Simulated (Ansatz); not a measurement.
`COB(C)S` and `CB(C)S` differ in one atom or group.

Ansatz, PBE0-D4/def2-TZVP geometries, multiplicity 1. Each molecule was computed in one conformer, which needn't be the lowest.

| property | `COB(C)S` |
| --- | --- |
| LUMO energy (PBE0/def2-TZVPP) / eV | 0.42 |
| ideal-gas entropy at 298 K and 1 bar (rigid rotor, harmonic PBE0-D4/def2-TZVP) / J/(mol·K) | 353 |
| size of the dipole moment (PBE/def2-TZVPP) / D | 0.15 |
| HOMO energy (PBE0/def2-TZVPP) / eV | -7.60 |
| HOMO–LUMO gap (ωB97M-V/def2-TZVPP) / eV | 11.82 |
| LUMO energy (PBE/def2-TZVPP) / eV | -0.56 |

Q: Give the same properties after the change, and the shifts. (Best estimate.)

A: Ansatz gave: 
```csv
property,`CB(C)S`,shift
LUMO energy (PBE0/def2-TZVPP) / eV,-0.34,-0.76
"ideal-gas entropy at 298 K and 1 bar (rigid rotor, harmonic PBE0-D4/def2-TZVP) / J/(mol·K)",329,-24
size of the dipole moment (PBE/def2-TZVPP) / D,1.08,0.93
HOMO energy (PBE0/def2-TZVPP) / eV,-7.83,-0.23
HOMO–LUMO gap (ωB97M-V/def2-TZVPP) / eV,11.71,-0.11
LUMO energy (PBE/def2-TZVPP) / eV,-1.31,-0.75
```

With PBE0 the HOMO falls by 0.23 eV and the LUMO falls by 0.76 eV, so the gap narrows by about 0.53 eV. PBE moves the HOMO by -0.30 eV and ωB97M-V by -0.22 eV. The zero-point energy changes by -17.2 kJ/mol with -3 modes. Dipoles are sizes alone; their direction can turn. Modes under 60 cm⁻¹, often nearly free rotors, make the harmonic entropy too high.
